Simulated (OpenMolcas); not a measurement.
Ni VII: effect of the basis set

```
Program             : OpenMolcas 26.06
Method              : SS-CASPT2, IPEA 0.25 Eh, imaginary shift 0.1 Eh (closed shells correlated: 3s 3p)
Active space        : 4 electrons in 5 orbitals (3d)
State averaging     : 2S+1 = 5 even, 5 roots; 2S+1 = 3 even, 45 roots; 2S+1 = 1 even, 50 roots
Spin-orbit coupling : state interaction with AMFI integrals over the reference wave functions, term energies averaged over their components
```

A. ANO-R1 [5s4p2d1f], X2C, finite nucleus; CASPT2 step about 12 core-seconds
B. ANO-RCC-VTZP [6s5p3d2f1g], DKH2, point nucleus; CASPT2 step roughly 18 core-seconds
C. ANO-L-VTZP [6s5p3d2f1g], non-relativistic, point nucleus; CASPT2 step roughly 30 core-seconds
D. ANO-R2 [6s5p4d2f1g], X2C, finite nucleus; CASPT2 step roughly 20 core-seconds
E. ANO-RCC-VQZP [7s6p4d3f2g1h], DKH2, point nucleus; CASPT2 step of the order of 50 core-seconds
F. ANO-R3 [7s5p5d3f2g1h], X2C, finite nucleus; CASPT2 step of the order of 30 core-seconds

Energies in eV above 3d⁴ ⁵D₀, the measured ground level; measured values from Corliss and Sugar, J. Phys. Chem. Ref. Data 10, 197 (1981).

| Level | A | B | C | D | E | F | Measured |
| --- | --- | --- | --- | --- | --- | --- | --- |
| 3d⁴ ⁵D₀ | 0.0000 | 0.0000 | 0.0000 | 0.0000 | 0.0000 | 0.0000 | 0.0000 |
| 3d⁴ ⁵D₁ | 0.0368 | 0.0365 | 0.0385 | 0.0353 | 0.0351 | 0.0356 | 0.0346 |
| 3d⁴ ⁵D₂ | 0.1066 | 0.1054 | 0.1110 | 0.1023 | 0.1017 | 0.1029 | 0.0997 |
| 3d⁴ ⁵D₃ | 0.2037 | 0.2013 | 0.2116 | 0.1957 | 0.1945 | 0.1967 | 0.1885 |
| 3d⁴ ⁵D₄ | 0.323 | 0.319 | 0.335 | 0.311 | 0.309 | 0.312 | 0.2966 |
| 3d⁴ ³P₀(1) | 3.892 | 3.790 | 3.828 | 3.839 | 3.777 | 3.750 | 3.7291 |
| 3d⁴ ³P₁(1) | 4.112 | 4.006 | 4.055 | 4.049 | 3.986 | 3.961 | 3.9472 |
| 3d⁴ ³H₄ | 4.177 | 4.000 | 4.060 | 4.041 | 3.980 | 3.955 | 3.9268 |
| 3d⁴ ³H₅ | 4.263 | 4.083 | 4.149 | 4.122 | 4.061 | 4.036 | 4.0030 |
| 3d⁴ ³H₆ | 4.352 | 4.170 | 4.240 | 4.206 | 4.144 | 4.121 | 4.0762 |
| 3d⁴ ³P₂(1) | 4.462 | 4.350 | 4.415 | 4.386 | 4.321 | 4.300 |  |
| 3d⁴ ³F₂(1) | 4.465 | 4.324 | 4.387 | 4.368 | 4.305 | 4.278 |  |
| 3d⁴ ³F₃(1) | 4.480 | 4.336 | 4.399 | 4.380 | 4.317 | 4.290 | 4.2548 |
| 3d⁴ ³F₄(1) | 4.519 | 4.374 | 4.439 | 4.417 | 4.354 | 4.327 | 4.2869 |
| 3d⁴ ³G₃ | 5.012 | 4.831 | 4.904 | 4.869 | 4.808 | 4.783 | 4.7312 |
| 3d⁴ ³G₄ | 5.097 | 4.915 | 4.992 | 4.952 | 4.890 | 4.866 | 4.8039 |
| 3d⁴ ³G₅ | 5.170 | 4.983 | 5.064 | 5.018 | 4.957 | 4.934 | 4.8660 |
| 3d⁴ ³D₃ | 6.123 | 5.924 | 6.007 | 5.961 | 5.898 | 5.868 |  |
| 3d⁴ ³D₂ | 6.152 | 5.952 | 6.037 | 5.990 | 5.926 | 5.896 |  |
| 3d⁴ ³D₁ | 6.187 | 5.987 | 6.074 | 6.023 | 5.960 | 5.930 |  |
| 3d⁴ ¹G₄(1) | 6.193 | 6.033 | 6.122 | 6.088 | 5.993 | 5.971 |  |
| 3d⁴ ¹I₆ | 6.360 | 6.096 | 6.199 | 6.149 | 6.071 | 6.034 |  |
| 3d⁴ ¹S₀(1) | 6.604 | 6.504 | 6.584 | 6.553 | 6.466 | 6.430 |  |
| 3d⁴ ¹D₂(1) | 7.801 | 7.541 | 7.645 | 7.606 | 7.513 | 7.472 |  |

Deviations, from unrounded energies. A percentage is the sum of absolute deviations over the sum of measured energies, with the sign that they share, or ± where signs differ.

```csv
Against measurement,Levels,A,B,C,D,E,F
mean absolute deviation (cm-1),14,1400,520,910,740,390,250
fine structure of the ground term (%),4,+8.3,+7.0,+12.4,+4.0,+3.4,+4.5
other terms of the ground configuration (%),10,+5.7,+2.0,+3.5,+3.0,+1.5,+0.9
```

F lies closest to measurement on these levels and A furthest from it. The largest miss of F in the table is 3d⁴ ³G₅, by +550 cm-1. The ranking rests on the paired levels alone, and a cruder setting can come out closer through cancelling errors.

Among A to F the level of the table that moves most is 3d⁴ ¹D₂(1), by 2700 cm-1 (lowest in F, highest in A). Moves below CASPT2's spread within the term are not significant.

CASPT2 does not keep the components of a term degenerate, so their means are used; among the terms shown or strongly mixed into the levels shown the widest spread is 350 cm-1 (3d⁴ ¹I, B). The CASPT2 spread within a term exceeds the gap to the next term for 3d⁴ ¹G(1) and 3d⁴ ³D, so the order of their levels is uncertain (figures for A; the like holds for B, E, F). The basis is small and was not contracted for so high a charge (holds for A). Measured partners are found by configuration, term and J. A level has none where our copy of the source lacks it or the pairing is in doubt (some pairs that miss far off the trend of their configuration count as doubtful), and it then counts in no deviation. Only configurations of the active space appear. Levels that lie high or do not pair safely by name in every column are left out.

A number in round brackets counts repeated terms of one configuration in the order of the reference energies.
